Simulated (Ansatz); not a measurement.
System: N-dimethylboranyl-N-methylethanamine, C5H14BN (charge 0, singlet). SMILES: CCN(C)B(C)C
Structure (B3LYP-D3(BJ)/def2-TZVP (Ansatz, a quantum-chemistry and plane-wave program) minimum search):
```
N
B 1 1.4064
C 1 1.4548 2 123.59
H 3 1.0854 1 110.79 2 -3.06
H 3 1.0943 4 107.84 1 121.84
H 3 1.0955 4 108.40 5 116.19
C 1 1.4626 2 123.83 3 -177.92
H 7 1.0882 1 109.19 2 -29.79
H 7 1.0946 8 106.42 1 116.69
C 7 1.5263 8 109.70 9 118.64
H 10 1.0911 7 110.36 8 59.85
H 10 1.0914 11 108.00 7 -122.04
H 10 1.0922 11 108.35 12 -116.57
C 2 1.5836 1 121.88 3 177.09
H 14 1.0898 2 116.92 1 -7.98
H 14 1.0950 15 107.50 8 149.91
H 14 1.0963 15 107.56 16 112.88
C 2 1.5896 1 120.50 3 -2.61
H 18 1.0915 2 111.73 1 -172.07
H 18 1.0938 19 107.36 2 -124.46
H 18 1.0958 19 106.75 20 -113.66
```

Property: atomisation energy (electronic, to ground-state atoms), in kJ/mol. Correlated levels leave the core frozen unless marked. Open shells are spin-unrestricted. Spin-orbit coupling is left out. No relativistic terms. The coupled-cluster limit lacks core correlation, which all-electron functionals hold. Basis-set limits of correlation are two-point, X^-3; Hartree-Fock from the larger set. [CCSD(T)-MP2]/basis is that difference in the basis named.

| level | program | atomisation energy (kJ/mol) |
|---|---|---|
| PBE-D3(BJ)/def2-TZVPD | Ansatz + dftd3 | 8435.4 |

Question: Predict the RI-MP2/CBS(aug-cc-pVTZ,aug-cc-pVQZ)+[CCSD(T)-MP2]/aug-cc-pVTZ result (Ansatz).

Answer: 8277.2 kJ/mol
